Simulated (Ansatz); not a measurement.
**Worked example: Si(CH3)Cl3 + C2H4ClF → SiCl4 + C3H7F**

Species: Si(CH3)Cl3 (methyltrichlorosilane), singlet; C2H4ClF (1-chloro-1-fluoroethane) `CC(F)Cl`, singlet; SiCl4 (silicon tetrachloride) `Cl[Si](Cl)(Cl)Cl`, singlet; C3H7F (2-fluoropropane) `CC(C)F`, singlet. The partners trade CH3 for Cl: Si–CH3 and C–Cl bonds give way to Si–Cl and C–CH3.

Shapes, held fixed at every level: PBE0-D4/def2-TZVP. Programs: Ansatz 0.2.0. The zero-point and thermal change to 298 K, harmonic and unscaled (PBE0-D4/def2-TZVP), is +4.0 kJ/mol.

At CCSD(T)/CBS estimate; 1 Eh = 2625.50 kJ/mol:

```
   species   energy (Eh)
Si(CH3)Cl3  -1708.450878
   C2H4ClF   -638.081656
     SiCl4  -2128.399593
     C3H7F   -218.169417
```

**Question.** Work out ΔH(298 K) of the reaction at this level.

**Answer.** 
1. Products less reactants: (-2128.399593) + (-218.169417) − [(-1708.450878) + (-638.081656)] = -0.036476 Eh = -95.8 kJ/mol.
2. With the thermal change: -95.8 + (+4.0) = -91.8 kJ/mol.

Other levels give -100.4 (HF/def2-SVP) to -87.1 kJ/mol (r2SCAN-D4/def2-TZVPP). No measured value is set beside it here. The CBS estimate extrapolates MP2 from def2-TZVPP and def2-QZVPP and adds CCSD(T) − MP2 in the triple-zeta set, cores frozen.
